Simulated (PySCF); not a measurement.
PySCF input:

```python
from pyscf import gto, scf, dft

mol = gto.M(
    atom='''
    Si    0.03127304    0.01096385    0.01039759
    C     1.60930630   -0.92719534   -0.07727084
    C    -1.40887144   -0.86641574   -0.77581069
    O    -0.44980312    0.24853163    1.57728874
    O     0.37636572    1.44105708   -0.74650600
    H     1.73347167   -1.90282125    0.38027212
    H     2.48166437   -0.55903426   -0.60505659
    H    -1.23262162   -1.03291371   -1.83974761
    H    -2.32555767   -0.28139398   -0.66687523
    H    -1.57799188   -1.83517973   -0.30160725
    H     0.19930125    0.61689073    2.18256534
    H    -0.33119883    2.08591524   -0.82288964
    ''',
    basis='def2-tzvpd',
    charge=0,
    spin=1,
    verbose=4,
)

mf = dft.UKS(mol, xc='m062x').density_fit(auxbasis='def2-universal-jkfit')
mf.grids.level = 4
mf.conv_tol = 1e-9
mf.max_cycle = 100
mf.max_memory = 1500
mf.kernel()
if not mf.converged:
    mf = mf.newton()
    mf.kernel(mf.make_rdm1())
for _ in range(2):
    mo, _, stable, _ = mf.stability(return_status=True)
    if stable:
        break
    mf.kernel(mf.make_rdm1(mo, mf.mo_occ))
mf.analyze()
```

Task: Which total energy does the run end on?

Result: -520.42659 Eh (M06-2X/def2-TZVPD).

It need not be the lowest isomer of its formula.
